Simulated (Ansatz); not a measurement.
`ClC1(Br)CC1`, charge 0, multiplicity 1.

Question: Give a relaxed structure at PBE0-D4/def2-TZVP (the Gaussian-basis code of Ansatz). (Best estimate.)

Answer: Ansatz gave: 
Cartesian coordinates in Å:
```
Cl 1.2897 1.7058 -0.7252
C 0.2577 0.6658 0.2253
Br -0.1698 1.3968 1.9428
C -0.7790 -0.1335 -0.4760
C 0.4386 -0.8039 0.1124
H -1.7287 -0.2669 0.0251
H -0.8320 -0.0242 -1.5517
H 0.3140 -1.3917 1.0123
H 1.2094 -1.1482 -0.5651
```
Point group Cs.
This is one stationary point; other conformers may exist.
